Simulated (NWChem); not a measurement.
# CH$_{2}$BFO$_{2}$; SMILES FB(C=O)O

```xyz
7

O     -0.6163    -1.9168     0.0941
C      0.1981    -1.0657     0.4126
B     -0.0368     0.5112     0.1644
O     -1.1718     0.9479    -0.4187
F      0.9231     1.3714     0.5522
H      1.1781    -1.3664     0.9096
H     -1.1942     1.9198    -0.5128
```
Atoms are numbered in this order, from 1.

All runs use the structure optimised with PBE-D3(BJ)/def2-SVP.

 Unshifted, non-relativistic core excitations; the lowest 4 roots alone, so stronger bands may lie above.

### Question
List the first B K-edge excitations from BHandHLYP/6-311G** (spherical d), restricted-window TDA (NWChem).

### Answer
```csv
state,energy (eV),dipole oscillator strength,leading excitation (squared amplitude)
S1,188.6,0.0717,1s of atom 3 or its equivalents → LUMO (0.80)
S2,193.5,0.0356,1s of atom 3 or its equivalents → LUMO+3 (0.73)
S3,193.5,0.0013,1s of atom 3 or its equivalents → LUMO+1 (0.92)
S4,194.8,0.0266,1s of atom 3 or its equivalents → LUMO+4 (0.80)
```
